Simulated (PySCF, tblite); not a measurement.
C₆H₅N₂P.
InChI=1S/C6H5N2P/c1-5-3-9-4-6(2-7)8-5/h3-4H,1H3

Level of theory: wB97X-D/def2-SVPD in PySCF (dipole) on a GFN2-xTB geometry, gas phase.

Masses are those of the commonest isotopes; rigid-rotor values at the optimised geometry. 

What are A, B and C (MHz)?

Ia = 241.08, Ib = 416.95, Ic = 654.90 u·Å²; 505379 MHz·u·Å²/I gives A = 2096, B = 1212, C = 771.7 MHz.

Classify the top.

An asymmetric top. Ray's parameter κ = (2B − A − C)/(A − C) = -0.335; −1 is the prolate and +1 the oblate limit.

What does the inertial defect say?

Not planar: Δ = Ic − Ia − Ib = -3.13 u·Å². For a rigid frame Δ = −2 Σ m c², so Σ m c² = 1.57 u·Å² lies off the ab plane, practically all of it from hydrogen. The atom farthest from that plane is 0.89 Å away.

Give the coordinates in the principal-axis frame, origin at the centre of mass.

The sense of each axis is arbitrary; atoms in the order of the calculation.
```tsv
atom	mass (u)	a (Å)	b (Å)	c (Å)
C1	12.000	-1.786	-2.375	0.001
C2	12.000	-1.081	-1.054	-0.001
C3	12.000	-1.823	0.123	-0.002
P4	30.974	-1.153	1.720	0.000
C5	12.000	0.530	1.297	0.002
C6	12.000	0.980	-0.017	0.001
C7	12.000	2.392	-0.219	0.000
N8	14.003	3.531	-0.332	-0.002
N9	14.003	0.238	-1.119	0.000
H10	1.008	-2.408	-2.468	0.890
H11	1.008	-2.429	-2.464	-0.873
H12	1.008	-1.052	-3.176	-0.009
H13	1.008	-2.903	0.039	-0.003
H14	1.008	1.264	2.093	0.003
```

List the rotational levels J(Ka,Kc) to J = 5 (K).

Above 0(0,0), as E/k:
J = 1: 1(0,1) 0.095, 1(1,1) 0.138, 1(1,0) 0.159
J = 2: 2(0,2) 0.279, 2(1,2) 0.307, 2(1,1) 0.370, 2(2,1) 0.498, 2(2,0) 0.504
J = 3: 3(0,3) 0.543, 3(1,3) 0.557, 3(1,2) 0.683, 3(2,2) 0.783, 3(2,1) 0.811, 3(3,1) 1.052, 3(3,0) 1.053
J = 4: 4(0,4) 0.880, 4(1,4) 0.886, 4(1,3) 1.090, 4(2,3) 1.159, 4(2,2) 1.231, 4(3,2) 1.442, 4(3,1) 1.450, 4(4,1) 1.805, 4(4,0) 1.805
J = 5: 5(0,5) 1.289, 5(1,5) 1.292, 5(1,4) 1.581, 5(2,4) 1.622, 5(2,3) 1.759, 5(3,3) 1.930, 5(3,2) 1.958, 5(4,2) 2.295, 5(4,1) 2.296, 5(5,1) 2.759, 5(5,0) 2.759
The levels of one J sum to (2J + 1)J(J + 1)(A + B + C)/3.

Predict some low-J microwave lines.

The dipole components are |μa| = 4.95 D, |μb| = 0.74 D, |μc| = 0.00 D; the mirror of this Cs structure is the ab plane, so μc vanishes by symmetry (the 0.01 D computed is a residue) and there are no c-type lines. The squared components, which scale the intensities, stand as 1.00 : 0.02 (a : b). Some lines, for components of 0.1 D or more:

| type | branch | J(Ka,Kc) | MHz | lower level (cm⁻¹) |
| --- | --- | --- | --- | --- |
| b | Q | 1(1,0) ← 1(0,1) | 1325 | 0.066 |
| a | Q | 4(2,2) ← 4(2,3) | 1490 | 0.806 |
| b | Q | 2(2,0) ← 2(1,1) | 2781 | 0.257 |
| b | R | 3(1,2) ← 2(2,1) | 3864 | 0.346 |
| b | R | 3(0,3) ← 2(1,2) | 4926 | 0.213 |
| b | Q | 3(3,0) ← 3(2,1) | 5036 | 0.564 |
| b | Q | 4(2,3) ← 4(1,4) | 5684 | 0.616 |
| b | Q | 4(3,2) ← 4(2,3) | 5894 | 0.806 |
| a | R | 3(2,2) ← 2(2,1) | 5951 | 0.346 |
| a | R | 3(2,1) ← 2(2,0) | 6405 | 0.350 |
| b | R | 4(0,4) ← 3(1,3) | 6729 | 0.387 |
| b | Q | 4(4,1) ← 4(3,2) | 7562 | 1.002 |
| a | R | 4(1,3) ← 3(1,2) | 8479 | 0.475 |
| b | R | 3(2,2) ← 2(1,1) | 8604 | 0.257 |
| b | R | 4(3,2) ← 3(2,1) | 13145 | 0.564 |
| b | R | 4(3,1) ← 3(2,2) | 13890 | 0.544 |
| b | R | 4(4,1) ← 3(3,0) | 15672 | 0.732 |

Estimate the classical rotational partition function at 10 K, 25 K and 500 K.

Point group Cs, symmetry number σ = 1; q = (√π/σ)·√((kT/h)³/(ABC)), k/h = 20836.6 MHz/K: 3810 at 10 K, 15000 at 25 K, 1350000 at 500 K.

Its GFN2-xTB frequencies are all real (lowest 57 cm⁻¹). No vibrational averaging or centrifugal distortion is included, and the geometry carries the error of its method. A rigid rotor knows nothing of internal rotation, which can split or shift real lines. Quadrupole hyperfine structure (14N) is left out.
